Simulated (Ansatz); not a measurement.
Basis-set extrapolation for CH3BN2S, SMILES `NB1N=CS1` (PBE0-D4/def2-TZVP geometry, frozen core, the Gaussian-basis code of Ansatz). Multiplicity 1, RHF reference.

```json
{"": "HF", "def2-TZVPP": "-570.855670", "def2-QZVPP": "-570.874580"}
{"": "MP2 correlation", "def2-TZVPP": "-0.822867", "def2-QZVPP": "-0.883013"}
{"": "CCSD(T) correlation", "def2-TZVPP": "-0.891715", "def2-QZVPP": "not run"}
```

Energies in hartree. Use E(X) = E(∞) + A·exp(−7.88·√X) for Hartree–Fock and E(X) = E(∞) + B·X^(−2.97) for correlation, with X = 3 and 4, and add CCSD(T) minus MP2 of the smaller set to the MP2 limit.

Question: What is the CCSD(T) energy at the basis-set limit?

Answer: HF limit: -570.874580 + (-0.018910) × 0.13774 = -570.87718. MP2 limit: -0.883013 + (-0.060146) × 0.74074 = -0.92757. Higher-order term: -0.891715 − (-0.822867) = -0.06885. Total: -571.87360 hartree, 3.43 eV below CCSD(T)/def2-TZVPP.
